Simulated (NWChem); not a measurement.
C3H2BrF; SMILES C=C=C(F)Br

Results from NWChem. Pople sets run with spherical d functions. Geometry: optimised at PBE0/def2-SVP.

Taking PBE0/6-311G** as the yardstick, which of these has the fewest basis functions while keeping “highest occupied level (eV)” within 0.05 eV of it: PBE0/STO-3G; PBE0/3-21G; PBE0/6-31G*?

none of them.
```csv
level,basis functions,highest occupied level (eV),relative time (rough)
PBE0/STO-3G,40,-4.59,1
PBE0/3-21G,62,-7.03,2
PBE0/6-31G*,92,-7.10,5
PBE0/6-311G**,128,-7.26,8
```

The yardstick is one finite set, not the basis-set limit.
